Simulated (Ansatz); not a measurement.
A nudged elastic band was laid between two geometries of CH₆FPSeSi (11 atoms, charge 0, multiplicity 1).

The calculation used RKS PBE0-D4/def2-SVP (Ansatz).

```json
{
  "movable images": "7",
  "climbing image": "from the first iteration",
  "spring": "5.0 eV/Å²",
  "optimiser": "fire",
  "start path": "IDPP",
  "force threshold": "0.05 eV/Å",
  "iteration limit": "57",
  "end points": "relaxed"
}
```

Initial state:

```xyz
11
Properties=species:S:1:pos:R:3
F -1.725 2.325 -0.028
C -0.702 1.497 0.389
Si -1.197 -0.316 0.111
Se 0.509 -1.683 0.792
P 1.942 -0.969 -0.841
H -0.494 1.677 1.459
H 0.217 1.738 -0.174
H -2.366 -0.673 0.964
H -1.521 -0.534 -1.328
H 3.091 -0.859 -0.002
H 2.312 -2.261 -1.321
```

Final state:

```xyz
11
Properties=species:S:1:pos:R:3
F -1.364 2.262 -0.109
C -0.450 1.399 0.460
Si -1.026 -0.391 0.180
Se 0.503 -1.863 1.033
P 2.158 -1.599 -0.519
H -0.367 1.609 1.541
H 0.544 1.577 0.015
H -2.306 -0.621 0.911
H -1.210 -0.632 -1.282
H 2.242 -0.172 -0.518
H 1.341 -1.626 -1.692
```

Task: Which bonds break or form, and what moves?

Result: No bond is made or broken. The height of P5 over the plane of its neighbours goes from 0.84 to -0.82 Å.

Task: What energy profile does the band end with?

Result: The run converged. The highest image is number 4 of 0 to 8, 134.9 kJ/mol above the first end and 130.5 kJ/mol above the last; the last end lies 4.3 kJ/mol above the first. Another band between the same ends (7 images) ends at a top of the same energy, where a vibrational analysis finds 1 clearly imaginary mode.

| image | path coordinate (Å) | energy (kJ/mol) | height of P5 over the plane of its neighbours (Å) |
| --- | --- | --- | --- |
| 0 | 0.00 | 0.0 | 0.84 |
| 1 | 0.36 | 1.2 | 0.83 |
| 2 | 0.71 | 9.8 | 0.73 |
| 3 | 1.07 | 70.8 | 0.41 |
| 4 | 1.43 | 134.9 | 0.01 |
| 5 | 1.82 | 64.9 | -0.43 |
| 6 | 2.20 | 12.3 | -0.74 |
| 7 | 2.59 | 5.7 | -0.80 |
| 8 | 2.98 | 4.3 | -0.82 |

Task: What is the geometry of the highest image?

Result: 
```xyz
11
Properties=species:S:1:pos:R:3
F -1.397 2.363 -0.189
C -0.531 1.441 0.360
Si -1.224 -0.312 0.133
Se 0.303 -1.823 0.985
P 1.911 -1.374 -0.419
H -0.391 1.660 1.434
H 0.455 1.521 -0.131
H -2.486 -0.467 0.921
H -1.475 -0.602 -1.306
H 2.879 -0.409 -0.134
H 2.022 -2.054 -1.634
```

Run time: 12 min on 2 threads of Arm Neoverse V1, with other jobs on the host, peak memory 0.36 GiB.
